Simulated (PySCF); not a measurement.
CH₆O₃Sn, SMILES [CH3][Sn]([OH])([OH])[OH] (connectivity only; charge and spin as stated), charge +1, multiplicity 2.

Coordinates come from a B3LYP-D3(BJ)/def2-SVP optimisation. The def2 effective core potentials stand for the cores of Sn; spin–orbit coupling is left out. One conformer was computed; it need not be the lowest.

The numbers are results of TDA-ωB97X/def2-SVPD (PySCF), not measurements.

Vertical excitations; the highest root listed may be one member of a degenerate set. The molecule is in vacuum.

```
state    energy (eV)  λ (nm)      f                                       main pairs
-------  -----------  ------  -----  -----------------------------------------------
root 1          2.77     447  0.008                     β HOMO→LUMO (degenerate set)
root 2          2.77     447  0.008                   β HOMO−1→LUMO (degenerate set)
root 3          3.54     351  0.028                   β HOMO−2→LUMO (degenerate set)
root 4          3.54     351  0.028                   β HOMO−3→LUMO (degenerate set)
root 5          3.73     332  0.036                               β HOMO−4→LUMO 91 %
root 6          4.75     261  0.011                               β HOMO−5→LUMO 91 %
root 7          4.85     256  0.003    β HOMO−6→LUMO, β HOMO−7→LUMO (degenerate set)
root 8          4.85     256  0.003    β HOMO−7→LUMO, β HOMO−6→LUMO (degenerate set)
root 9          5.75     216  0.002    α HOMO−1→LUMO, β HOMO→LUMO+1 (degenerate set)
root 10         5.75     216  0.002  α HOMO−2→LUMO, β HOMO−1→LUMO+1 (degenerate set)
```
Unrestricted roots are not spin-pure.
